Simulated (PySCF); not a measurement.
C2H8InN, SMILES [CH3][In]([CH3])[NH2].

The structure is a stationary point at B3LYP-D3(BJ)/def2-SVP. The structure was generated by enumeration; whether it is a known compound was not checked. The def2 effective core potentials stand for the cores of In; spin–orbit coupling is left out. Other conformers were not sampled.

Two levels are set side by side: TDA-PBE/def2-SVPD (PySCF) and TDA-M06-2X/def2-SVPD (PySCF). Vertical, same geometry. The lowest singlet is HOMO→LUMO+1 99 % with PBE and HOMO→LUMO 82 % with the other functional; states are paired by order. Differences are taken from unrounded values.

```
quantity                               TDA-M06-2X  TDA-PBE  TDA-PBE minus TDA-M06-2X
-------------------------------------  ----------  -------  ------------------------
lowest singlet excitation (eV)               5.38     4.30                     -1.08
lowest triplet excitation (TDA) (eV)         4.67     3.81                     -0.85
first bright state (f over 0.05) (eV)        5.38     4.98                     -0.40
its oscillator strength                      0.07     0.08                      0.02
```

A lower first singlet is the usual sign of a functional without exact exchange. Differences between two approximate levels are no errors against the true value.

Rough cost on one machine, each run with all the roots and properties that it gave: TDA-M06-2X against TDA-PBE about 8 times.
